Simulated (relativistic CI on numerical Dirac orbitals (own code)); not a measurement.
# Electric-dipole transitions in Hf III

Computed by Dirac-Coulomb-Breit CI, orbitals from a KLI potential per configuration, model QED (radiative potential, 1s self-energy scaled to tabulated hydrogen-like ionisation energies), valence Slater integrals scaled by 0.85, P86 correlation energy added to each configuration (own radial code, finite nucleus).

Configuration list (outside the closed core [Xe]): 4f14 5d2, 4f14 5d 6s, 4f14 6s2, 4f14 5d 6p, 4f14 6s 6p, 4f14 5d 5f, 4f14 5d 5g, 4f14 5d 6d, 4f14 5d 7s, 4f14 5d 7p, 4f14 6p2, 4f14 6s 7s, 4f14 5f2, 4f14 5d 8s, 4f14 5d 7d, 4f13 5d3, 4f14 5d 8p, 4f14 5d 6f, 4f14 5f 6s, 4f13 5d2 6s, 4f14 5d 8d, 4f14 5g2, 4f14 5g 6s, 4f14 6p 7s, 4f14 5f 6p, 4f13 5d2 6p. Double excitations out of closed p, d and f shells are left out; levels of such configurations are missing from the list, as are those of other unlisted configurations, and high levels can miss mixing partners. These lack a partner that the ground configuration has and come out too high: 4f13 5d2 6s, 4f13 5d2 6p.

```csv
λ vac (nm),Lower,Upper,A (s⁻¹),E lower (eV),E upper (eV)
79.200,4f14 5d 6s 3D_3 [7],4f14 5f 6s 3F°_4 [241],1.93e+09,0.9825,16.6370
86.441,4f14 5d2 3F_3 [2],4f14 5d 5f 3G°_4 [97],1.09e+09,0.3079,14.6511
87.506,4f14 5d2 3F_2 [1],4f14 5d 5f 3G°_3 [72],1.70e+09,0.0000,14.1686
87.859,4f14 5d2 3F_4 [5],4f14 5d 5f 3G°_5 [101],2.30e+09,0.5968,14.7086
93.340,4f14 5d2 1G_4 [11],4f14 5d 5f 1H°_5 [114],2.69e+09,1.6992,14.9823
181.66,4f14 5d 6p 3F°_2 [15],4f14 5d 6d 3G_3 [33],9.45e+08,5.3372,12.1623
190.73,4f14 5d 6s 3D_3 [7],4f14 6s 6p 3P°_2 [29],9.94e+08,0.9825,7.4831
192.07,4f14 5d 6p 3D°_3 [22],4f14 5d 6d 3F_4 [49],5.94e+08,6.5616,13.0168
192.29,4f14 5d 6p 3F°_3 [17],4f14 5d 6d 3G_4 [40],7.98e+08,6.0005,12.4484
202.84,4f14 5d 6p 3F°_4 [23],4f14 5d 6d 3G_5 [44],1.12e+09,6.6876,12.8001
207.86,4f14 5d2 3F_4 [5],4f14 5d 6p 3D°_3 [22],4.32e+08,0.5968,6.5616
208.66,4f14 5d 6p 1F°_3 [28],4f14 5d 6d 1G_4 [51],9.10e+08,7.3098,13.2519
208.75,4f14 5d2 3F_3 [2],4f14 5d 6p 3D°_2 [21],3.51e+08,0.3079,6.2474
217.32,4f14 5d 6s 3D_3 [7],4f14 5d 6p 3F°_4 [23],5.66e+08,0.9825,6.6876
217.80,4f14 5d2 3F_3 [2],4f14 5d 6p 3F°_3 [17],1.59e+08,0.3079,6.0005
220.98,4f14 5d2 1G_4 [11],4f14 5d 6p 1F°_3 [28],5.39e+08,1.6992,7.3098
222.23,4f14 5d 6s 3D_3 [7],4f14 5d 6p 3D°_3 [22],2.85e+08,0.9825,6.5616
232.30,4f14 5d2 3F_2 [1],4f14 5d 6p 3F°_2 [15],2.11e+08,0.0000,5.3372
483.91,4f14 5d 7p 3F°_3 [61],4f14 5d 7d 3G_4 [225],2.18e+08,13.9200,16.4821
489.62,4f14 5d 7p 3F°_4 [80],4f14 5d 7d 3G_5 [262],2.17e+08,14.3534,16.8856
```

Terms are leading LS components. Brackets give the number of a level in order of energy, since labels repeat. The list gives strong lines, with weight on those to low levels, without lines whose two gauges differ by over a factor of 2.5, among the lowest 400 of 1077 levels, so that lines to higher ones, which can be the strongest, are missing, and without lines across small gaps between configurations, and without 8 lines that miss the measured interval by over 3.5 %, start from a term whose rates miss tabulated ones by over 60 %, have gauges far apart or, lacking measured levels, span too small a gap for the errors found; lines with a level outside our table were not tested and can miss by more. Levels whose partners in the same complex of configurations lie outside the list can be far off, and so can their lines. Rates are taken at the computed energies, electric ones in the length gauge.

Correlation outside the listed configurations is missing or only estimated: errors of thousands of cm⁻¹ between configurations and terms are usual at this charge. Rates and lifetimes follow the computed energies and can be off by large factors. The fine structure of a lone outer electron comes out too small, for d and f at times inverted, and misplaced configurations move strength between like terms.

LS names give the leading component of a level, which can be under half, so a name can repeat, a term be missing and a line seem to break the LS rules.
